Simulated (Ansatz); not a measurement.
Consider the ligand exchange at a B–N bond: `[SiH3]NBS` + NH₃ → `NBS` + `N[SiH3]`.

Gas-phase electronic energies from Ansatz, PBE0-D4/def2-TZVP geometries. CCSD(T)/CBS adds triple-zeta CCSD(T) − MP2 to the extrapolated MP2 energy (def2 sets, frozen cores). This one scheme is used for every species. DFT in def2-TZVPP. Each species was taken in one conformer, which may not be the lowest.

`[SiH3]NBS`:

Cartesian coordinates in Å:
```
Si -0.797 1.304 0.765
N -0.445 -0.309 0.213
B 0.665 -0.695 -0.556
S 0.877 -2.426 -1.047
H -0.874 1.343 2.249
H 0.290 2.186 0.284
H -2.107 1.765 0.232
H -1.105 -1.031 0.472
H 1.474 0.118 -0.890
H 2.022 -2.255 -1.722
```

NH₃:

Z-matrix (Å, degrees):
```
N
H 1 1.013
H 1 1.013 2 107.1
H 1 1.013 2 107.1 3 -114.5
```

`NBS`:

Z-matrix (Å, degrees):
```
N
B 1 1.391
H 1 1.004 2 121.9
H 1 1.006 2 124.2 3 -180.0
S 2 1.816 1 120.0 3 180.0
H 2 1.194 1 119.9 3 -0.0
H 5 1.339 2 96.3 1 -180.0
```

`N[SiH3]`:

Cartesian coordinates in Å:
```
N 0.518 0.830 -0.425
Si -0.367 -0.437 0.330
H 0.283 1.112 -1.363
H 1.510 0.906 -0.270
H -1.814 -0.148 0.159
H -0.123 -1.812 -0.203
H -0.006 -0.451 1.771
```

```json
{"species": "`[SiH3]NBS`", "CAM-B3LYP-D4 energy (Eh)": "-771.01655"}
{"species": "NH₃", "CAM-B3LYP-D4 energy (Eh)": "-56.55787"}
{"species": "`NBS`", "CAM-B3LYP-D4 energy (Eh)": "-480.28925"}
{"species": "`N[SiH3]`", "CAM-B3LYP-D4 energy (Eh)": "-347.28609"}
```

Task: Work out ΔE.

Result: ΔE = (-480.28925) + (-347.28609) − (-771.01655) − (-56.55787) = -0.00092 Eh = -2.4 kJ/mol. CCSD(T)/CBS gives +3.0 kJ/mol.

Largest T1 diagnostic among the species: 0.012.

Leaving LDA and LC-ωPBE aside and taking each functional with its dispersion term where it has one, the values, not all of them listed here, spread over 3.9 kJ/mol, from CAM-B3LYP-D4 to revPBE-D4. The D4 term adds +4.6 kJ/mol with B3LYP and +2.8 kJ/mol with PBE0; it sums over pairs of atoms, weighted by their polarisabilities, and B3LYP, whose exchange is more repulsive, gets the larger term. In def2-TZVPP, CCSD(T) changes the Hartree–Fock value by +7.0 kJ/mol (the triples alone add +1.4 kJ/mol) and MP2 by +6.9 kJ/mol.

B3LYP here is the variant with VWN-RPA as its local correlation; programs differ in this.
